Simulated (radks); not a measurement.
Problem. The mean radii <r> (bohr) of the occupied orbitals of an atom or ion are listed with their occupations. Method: Dirac Kohn-Sham, exchange-only PBE, spin-unpolarised, spherical densities, finite nucleus; Fermi nuclear charge, rms radius of each element as measured or else 0.836 A^(1/3) + 0.57 fm; computed with a radial shooting solver on a logarithmic mesh with Libxc functionals.

orbital  occ.      <r>
1s1/2       2  0.02971
2s1/2       2   0.1272
2p1/2       2   0.1076
2p3/2       4   0.1128
3s1/2       2   0.3220
3p1/2       2   0.3089
3p3/2       4   0.3174
3d3/2       2   0.2802

Name the element and its charge. Open shells, if any, fill j = l - 1/2 first.

Solution. Z = 49, indium, charge +29: In29+ in [Ar] 3d2. The 1s radius gives Z: for a bare nucleus <r> = (2 gamma + 1)/(2Z) with gamma = sqrt(1 - (Z/c)^2), 0.02926 bohr for Z = 49, and screening makes it slightly larger (0.02971 here). The occupations add up to 20, and the charge is Z minus that.
